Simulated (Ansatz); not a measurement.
`CC[SiH](O)F` + H₂Se → `O[SiH](F)[SeH]` + `CC`  (ligand exchange at the Si–C bond)

Computed with Ansatz on PBE0-D4/def2-TZVP structures; ΔE is electronic, products minus reactants. CCSD(T)/CBS is the MP2 limit (def2-TZVPP, def2-QZVPP) plus CCSD(T) − MP2 in def2-TZVPP, frozen cores. This one scheme is used for every species. Functionals use def2-TZVPP. HSE06 is defined as in plane-wave codes. For Se outer-core shells are correlated without core-valence functions, which leaves a few kJ/mol of doubt a bond. Scalar relativity is left out up to krypton. Each species was taken in one conformer, which may not be the lowest.

`CC[SiH](O)F`:

```xyz
12

C     1.493   -0.072    0.451
C     0.066   -0.601    0.579
Si   -1.058   -0.037   -0.787
O    -1.211    1.589   -0.865
F    -2.493   -0.703   -0.533
H     2.130   -0.436    1.261
H     1.518    1.020    0.475
H     1.952   -0.384   -0.491
H    -0.374   -0.300    1.538
H     0.060   -1.697    0.585
H    -0.599   -0.446   -2.132
H    -1.484    2.067   -0.081
```

H₂Se:

Cartesian coordinates in Å:
```
Se -0.446 0.057 -0.516
H -0.572 -0.084 0.939
H 1.018 0.027 -0.423
```

`O[SiH](F)[SeH]`:

```xyz
7

O    -1.067   -0.965   -0.352
Si    0.419   -0.313   -0.252
F     1.066   -0.100   -1.692
Se    0.402    1.777    0.626
H    -1.784   -0.407   -0.660
H     1.236   -1.286    0.491
H    -0.272    1.294    1.839
```

`CC`:

Cartesian coordinates in Å:
```
C -0.442 0.115 0.607
C 0.442 -0.115 -0.607
H -0.162 -0.540 1.435
H -0.367 1.145 0.964
H -1.493 -0.076 0.377
H 0.162 0.540 -1.435
H 0.367 -1.145 -0.964
H 1.493 0.077 -0.377
```

```
             level  ΔE (kJ/mol)  difference from CCSD(T)/CBS
       LDA (SPW92)        -65.7                          3.3
         r2SCAN-D4        -71.1                         -2.1
        r2SCANh-D4        -71.0                         -2.0
          HSE06-D4        -70.9                         -1.9
          BHLYP-D4        -69.3                         -0.3
            r2SCAN        -71.9                         -2.9
RPA@PBE/def2-TZVPP        -60.8                          8.2
     CCSD/def2-SVP        -58.5                         10.5
  CCSD(T)/def2-SVP        -58.6                         10.4
      HF/CBS(def2)        -69.6                         -0.6
       CCSD(T)/CBS        -69.0                            0
```

Largest T1 diagnostic among the species: 0.011.

At CCSD(T), def2-SVP lies +10.4 kJ/mol from the extrapolated value and def2-TZVPP +4.3 kJ/mol. Leaving LDA and LC-ωPBE aside and taking each functional with its dispersion term where it has one, the values, not all of them listed here, spread over 6.6 kJ/mol, from r2SCAN-D4 to CAM-B3LYP-D4. LDA lies +6.4 kJ/mol from PBE without D4.
